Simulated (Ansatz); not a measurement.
`N[CH2][SnH2][NH2]` from Hartree–Fock to CCSD(T)

Cartesian coordinates in Å:
```
N -0.613 -1.665 -0.325
C -1.000 -0.528 0.500
Sn 0.698 0.805 0.615
N 1.201 1.496 -1.230
H -1.401 -2.274 -0.507
H 0.092 -2.226 0.137
H -1.374 -0.777 1.503
H -1.788 0.031 -0.011
H 0.418 2.180 1.594
H 2.042 -0.099 1.176
H 0.631 2.282 -1.516
H 1.094 0.777 -1.935
```

Total charge 0; spin multiplicity 1. Correlated methods include outer-core shells of Sn, which these sets cover unevenly. Sn takes the def2 core potential. All single points use the PBE0-D4/def2-TZVP geometry. It is one conformer, not always the lowest. Frozen core, restricted reference, Ansatz.

| basis | HF (Eh) | MP2 corr. | CCSD corr. | (T) | CCSD(T) total |
| --- | --- | --- | --- | --- | --- |
| def2-SVP | -364.61370 | -0.61100 | -0.66201 | -0.01824 | -365.29395 |
| def2-TZVPP | -364.80837 | -0.95044 | -0.97935 | -0.03471 | -365.82243 |
| def2-QZVPP | -364.81813 | -1.20519 | – | – | – |
